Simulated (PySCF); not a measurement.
Two-component Hartree-Fock for Pr(38+) (praseodymium, charge +38)

Start: [Ar] 3d3; 3d3/2 filled at m_j = -1/2, +1/2, +3/2. Calculated with PySCF 2.14 in an uncontracted even-tempered set (16 s from 7.7 bohr⁻², ratio 2.8; 12 p from 10 bohr⁻², ratio 2.8; 8 d from 10 bohr⁻², ratio 2.8; 3 f from 32 bohr⁻², ratio 3): generalised Hartree-Fock with the X2C-1e Hamiltonian and a Gaussian nucleus; one run each with spin-orbit coupling (SO) switched off, then screened by Boettger's factors.

| spinor shell | electrons | ε, spin-free (eV) | ε, screened SO (eV) | weight of nominal j (screened SO) | rms radius, screened SO (bohr) |
| --- | --- | --- | --- | --- | --- |
| 1s1/2 | 2 | -44208.5 | -44200.3 | 1.000 | 0.0275 |
| 2s1/2 | 2 | -8853.7 | -8850.2 | 1.000 | 0.111 |
| 2p1/2 | 2 | -8131.9 | -8480.3 | 1.000 | 0.0950 |
| 2p3/2 | 4 | -8131.9 | -7975.5 | 1.000 | 0.100 |
| 3s1/2 | 2 | -3214.9 | -3213.8 | 1.000 | 0.274 |
| 3p1/2 | 2 | -2978.1 | -3069.5 | 0.997 | 0.264 |
| 3p3/2 | 4 | -2978.1 | -2936.4 | 0.999 | 0.275 |
| 3d3/2 | 3 | -2727.3 | -2734.6 | 0.982 | 0.239 |

```json
{"quantity": "E (hartree)", "spin-free": "-8118.78888", "screened SO": "-8124.26166"}
{"quantity": "M_J", "spin-free": "3/2", "screened SO": "3/2"}
{"quantity": "⟨J²⟩", "spin-free": "6.751", "screened SO": "3.889"}
{"quantity": "⟨L²⟩", "spin-free": "12.000", "screened SO": "8.477"}
{"quantity": "⟨S²⟩", "spin-free": "3.750", "screened SO": "2.275"}
```

Each row is a mean over spinors that exchange with the open shell spreads, by up to 18.302 eV (3p1/2).

⟨J²⟩ departs a little from M_J(M_J + 1) because the unrestricted spinors polarise the closed shells.

Breit and QED terms are absent; they matter most for the inner s and p1/2 levels.

Densities and radii are taken from the X2C orbitals without a picture-change correction, which distorts them close to the nucleus.

Without spin-orbit coupling the j labels of p, d and f shells carry no meaning; the spin-free column gives the mean over the occupied spinors of each nl shell, and its ⟨J²⟩ belongs to a mixture of degenerate components.
